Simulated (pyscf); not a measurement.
`[SiH3][NH][SiH3]` → `[SiH3][NH][SiH3]` (concerted two-bond exchange; singlet surface; H–Si, H–Si broken, H–Si, H–Si formed). Structures and frequencies: ωB97X-D3(BJ)/def2-SVP in PySCF. MP2 and CC: frozen core, UHF for open shells. ΔMP2 is the change of the MP2 total energy from the triple- to the quadruple-zeta basis. Energies in kcal/mol from the reactant's lowest minimum found.

| level | barrier | reaction energy |
|---|---|---|
| PBE/def2-TZVP | 68.0 | 0.0 |
| r²SCAN/def2-TZVP | 71.7 | 0.0 |
| ωB97M-D3(BJ)/def2-TZVP | 76.2 | 0.0 |
| HF/def2-TZVP | 94.4 | 0.0 |
| CCSD/def2-TZVPP | 80.6 | 0.0 |
| CCSD(T)/def2-TZVPP | 78.1 | 0.0 |
| CCSD(T)/def2-TZVPP + ΔMP2(QZVPP) | ___ | 0.0 |

Complete the blanks.


- CCSD(T)/def2-TZVPP + ΔMP2(QZVPP), barrier: 77.5

Of the functionals in the table, ωB97M-D3(BJ) is closest to CCSD(T)/def2-TZVPP + ΔMP2(QZVPP) in the barrier (1.3 kcal/mol apart) and PBE least close (9.5 kcal/mol); that level has limits of its own. At the saddle there is also a short Si–Si contact that neither side keeps. One saddle was located; it need not be the lowest between these sides. The CCSD(T) − MP2 part came from Ansatz, without density fitting, on the same reference.
